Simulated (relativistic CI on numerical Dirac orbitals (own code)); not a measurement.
Inner-shell lines of La⁵⁴⁺

These numbers are calculated, not measured: Dirac-Coulomb-Breit CI, separate exchange-only KLI orbitals for each configuration, model QED (radiative potential, 1s self-energy scaled to tabulated hydrogen-like ionisation energies), valence Slater integrals scaled by 0.85 (own radial code, finite nucleus).

Configuration list: 1s²2s, 1s2s2p, 1s2s3p, 1s2p², 1s2p3p, 1s²2p. Levels of other configurations are missing.

The table holds the strongest lines. The upper levels have an inner-shell vacancy. Auger decay, open to those above the ionisation limit, is not computed, and radiative decays to configurations outside the model are missing too. Absolute energies can be off by a few tenths of a per cent, and at this charge the scaling can make term splittings too narrow, so close lines can change order. LS names give the leading component, which can be well under half, for lower levels too. Brackets number the levels in order of energy.

```tsv
λ (Å)	Upper	Lower	A (s⁻¹)	gA (s⁻¹)
0.367571	1s2s2p ⁴P°3/2 [5]	1s²2s ²S1/2 [1]	3.65e+15	1.46e+16
0.367541	1s2p² ⁴P3/2 [12]	1s²2p ²P°3/2 [3]	2.22e+15	8.88e+15
0.367458	1s2p² ²D5/2 [13]	1s²2p ²P°3/2 [3]	4.04e+15	2.43e+16
0.367455	1s2p² ⁴P1/2 [7]	1s²2p ²P°1/2 [2]	6.00e+15	1.20e+16
0.367256	1s2p² ²P1/2 [14]	1s²2p ²P°3/2 [3]	4.13e+15	8.25e+15
0.367051	1s2p² ²D3/2 [15]	1s²2p ²P°3/2 [3]	1.92e+15	7.69e+15
0.366658	1s2s2p ²P°1/2 [6]	1s²2s ²S1/2 [1]	3.26e+15	6.51e+15
0.362217	1s2p² ⁴P5/2 [16]	1s²2p ²P°3/2 [3]	2.26e+15	1.35e+16
0.362197	1s2p² ²P1/2 [14]	1s²2p ²P°1/2 [2]	8.63e+15	1.73e+16
0.361999	1s2s2p ²P°3/2 [9]	1s²2s ²S1/2 [1]	7.12e+15	2.85e+16
0.361998	1s2p² ²D3/2 [15]	1s²2p ²P°1/2 [2]	7.75e+15	3.10e+16
0.361806	1s2p² ²P3/2 [17]	1s²2p ²P°3/2 [3]	1.24e+16	4.96e+16
0.361637	1s2s2p ²P°1/2 [10]	1s²2s ²S1/2 [1]	7.60e+15	1.52e+16
0.361611	1s2p² ²S1/2 [18]	1s²2p ²P°3/2 [3]	6.32e+15	1.26e+16
0.361332	1s2s2p ²P°3/2 [11]	1s²2s ²S1/2 [1]	1.47e+15	5.86e+15
0.31036	1s2p3p ²D5/2 [33]	1s²2p ²P°3/2 [3]	9.21e+14	5.53e+15
0.309295	1s2p3p ²D3/2 [32]	1s²2p ²P°1/2 [2]	1.64e+15	6.57e+15
0.309178	1s2p3p ⁴P5/2 [39]	1s²2p ²P°3/2 [3]	1.27e+15	7.60e+15
0.309041	1s2s3p ²P°3/2 [26]	1s²2s ²S1/2 [1]	1.36e+15	5.45e+15
0.309036	1s2p3p ²D5/2 [41]	1s²2p ²P°3/2 [3]	8.83e+14	5.30e+15
```
